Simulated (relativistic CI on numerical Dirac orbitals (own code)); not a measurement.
**d1 to d9 in one octahedral field**

Computed with a parametric ligand-field model without spin-orbit coupling, by exact diagonalisation: B = 550, C = 2220, 10Dq = 11100 cm⁻¹ (Oh; |10Dq|/B = 20.2) for every shell. Energies in cm⁻¹; the field energy is (0.6 n_e − 0.4 n_t2) × 10Dq of the ground term; g labels are left out.

| Shell | Ground term | Electrons in e | Field energy | First spin-allowed bands | Lowest term of other spin |
| --- | --- | --- | --- | --- | --- |
| d1 | 2T2 | 0.000 | -4440 | 2E 11100 |  |
| d2 | 3T1 | 0.038 | -8463 | 3T2 10102, 3T1 17354 | 1T2 8058 |
| d3 | 4A2 | 0.000 | -13320 | 4T2 11100, 4T1 16264 | 2E 10617 |
| d4 | 5E | 1.000 | -6660 | 5T2 11100 | 3T1 2279 |
| d5 | 6A1 | 2.000 | 0 | none | 2T2 6285 |
| d6 | 1A1 | 0.065 | -25915 | 1T1 9844, 1T2 16077 | 5T2 3198 |
| d7 | ? | ? | ? | ? | ? |
| d8 | 3A2 | 2.000 | -13320 | 3T2 11100, 3T1 16264 | 1E 8682 |
| d9 | 2E | 3.000 | -6660 | 2T2 11100 |  |

(1) Fill in the row of d7.

## Answers

(1) Ground term: 2E; Electrons in e: 1.052; Field energy: -19401; First spin-allowed bands: 2T1 9728, 2T2 10127; Lowest term of other spin: 4T1 341. Low spin: d6, d7; the other shells keep the spin of the free ion. Only d4 to d7 can choose; the field needed to pair spins is smallest for d6 and largest for d5, which loses most exchange energy. In the strong-field picture 10Dq must exceed about 6B + 5C = 14400 (d4), 7.5B + 5C = 15225 (d5), 2.5B + 4C = 10255 (d6) and 4B + 4C = 11080 (d7); mixing of terms shifts these bounds somewhat.
